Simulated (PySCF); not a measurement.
Simulated outer-valence photoelectron spectrum of `CC(=O)[SiH2]F`. Method: EOM-IP-CCSD/aug-cc-pVDZ in PySCF, restricted Hartree–Fock reference, frozen core, non-relativistic, gas phase, PBE0-D3(BJ)/def2-SVP geometry.

Each root has a Gaussian of 0.4 eV full width with its one-hole share as area; cross sections and vibrations are left out, and the highest printed point is 100.

(ionisation energy (eV), intensity): (8.8, 0), (9.0, 4), (9.2, 28), (9.4, 54), (9.6, 26), (9.8, 3), (10.0, 0), (10.2, 0), (10.4, 0), (10.6, 0), (10.8, 0), (11.0, 0), (11.2, 0), (11.4, 0), (11.6, 0), (11.8, 0), (12.0, 0), (12.2, 7), (12.4, 38), (12.6, 50), (12.8, 17), (13.0, 7), (13.2, 44), (13.4, 100), (13.6, 65), (13.8, 12), (14.0, 1), (14.2, 0), (14.4, 1), (14.6, 13), (14.8, 49), (15.0, 67), (15.2, 71), (15.4, 69), (15.6, 55), (15.8, 31), (16.0, 50), (16.2, 39), (16.4, 8), (16.6, 0)

Task: Where are the maxima, and how many lines lie under the curve?

Result: 5 maxima, at 9.4, 12.5, 13.4, 15.3 and 16.1 eV, from 8 lines. At this width some lines have no maximum of their own.

Task: List the lines with their holes.

Result: 
| E (eV) | leading hole (HF orbital) | area | Koopmans (eV) |
| --- | --- | --- | --- |
| 9.40 | HOMO | 0.95 | 10.87 |
| 12.54 | HOMO-1 | 0.95 | 13.27 |
| 13.38 | HOMO-3 | 0.94 | 14.76 |
| 13.49 | HOMO-2 | 0.94 | 14.26 |
| 14.89 | HOMO-4 | 0.94 | 16.29 |
| 15.22 | HOMO-6 | 0.94 | 17.15 |
| 15.53 | HOMO-5 | 0.94 | 16.59 |
| 16.07 | HOMO-7 | 0.94 | 18.19 |

The widest gap, 3.14 eV, lies between 9.40 and 12.54 eV. Only orbitals with −ε under 21 eV, eight at most, were ionised, so the high end of the curve may lack lines.

The values belong to the conformer `[CH3:1][C:2](=[O:3])[SiH2:4][F:5]`: C1–C2–Si4–F5 -2°.
